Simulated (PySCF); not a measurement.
Input file for PySCF: D3(BJ) and D4 dispersion corrections on BH3O2Se (SMILES OB(O)[SeH]), a point of a torsion scan.

```python
from pyscf import gto
from pyscf.dispersion import dftd3, dftd4

mol = gto.M(
    atom='''
    O    -0.94380601   -1.05958173   -0.19636187
    B    -0.00555911   -0.18502848    0.19027234
    O    -0.09487298    1.15432469    0.24635804
    Se    1.65347332   -0.95451355    0.86197464
    H    -1.77720360   -0.75539516   -0.55580925
    H    -0.89592058    1.59518852   -0.03817153
    H     1.96803894    0.12308676    1.75491205
    ''',
    basis='def2-svp',
    charge=0, spin=0, verbose=0, max_memory=1800)
d3, d4 = {}, {}
for xc in ['hf', 'pbe', 'blyp', 'revpbe', 'tpss', 'r2scan', 'b3lyp', 'pbe0', 'bhlyp', 'camb3lyp', 'b2plyp']:
    d3[xc] = float(dftd3.DFTD3Dispersion(mol, xc=xc, version='d3bj', atm=False).get_dispersion()['energy'])
    print(f'D3(BJ) {xc:10s} {d3[xc]:14.8f} Eh')
for xc in ['hf', 'pbe', 'blyp', 'revpbe', 'tpss', 'r2scan', 'b3lyp', 'pbe0', 'bhlyp', 'camb3lyp', 'b2plyp']:
    d4[xc] = float(dftd4.DFTD4Dispersion(mol, xc={'camb3lyp': 'cam-b3lyp'}.get(xc, xc), atm=True).get_dispersion()['energy'])
    print(f'D4     {xc:10s} {d4[xc]:14.8f} Eh')
```

Program output:

```
D3(BJ) hf            -0.03765198 Eh
D3(BJ) pbe           -0.00447648 Eh
D3(BJ) blyp          -0.00991710 Eh
D3(BJ) revpbe        -0.01125437 Eh
D3(BJ) tpss          -0.00573187 Eh
D3(BJ) r2scan        -0.00120713 Eh
D3(BJ) b3lyp         -0.00814947 Eh
D3(BJ) pbe0          -0.00393657 Eh
D3(BJ) bhlyp         -0.00661476 Eh
D3(BJ) camb3lyp      -0.00367693 Eh
D3(BJ) b2plyp        -0.00390461 Eh
D4     hf            -0.01754201 Eh
D4     pbe           -0.00475746 Eh
D4     blyp          -0.01070128 Eh
D4     revpbe        -0.01492583 Eh
D4     tpss          -0.00644817 Eh
D4     r2scan        -0.00108199 Eh
D4     b3lyp         -0.00777805 Eh
D4     pbe0          -0.00397482 Eh
D4     bhlyp         -0.00596511 Eh
D4     camb3lyp      -0.00402570 Eh
D4     b2plyp        -0.00329541 Eh
```

The run finished.

Cost: very roughly 0.020 core-seconds.
